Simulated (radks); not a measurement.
Question: Valence configurations of O (all share [He]). Method: Dirac Kohn-Sham, PBE, spin-unpolarised, spherical densities, finite nucleus; open shells fill j = l - 1/2 first; Fermi nuclear charge, rms radius 2.6991 fm; computed with a radial shooting solver on a logarithmic mesh with Libxc functionals. Order these by energy: 2p6; 2s0.5 2p5.5; 2s1 2p5; 2s1.5 2p4.5; 2s2 2p4.

Answer: From the lowest, in eV above it: 2s2 2p4 0.000; 2s1.5 2p4.5 7.476; 2s1 2p5 14.962; 2s0.5 2p5.5 22.457; 2p6 29.961. NIST lists [He] 2s2 2p4 as the ground configuration; this level of theory agrees among the configurations tried. The energies are those of spherical spin-averaged densities, not of single terms.
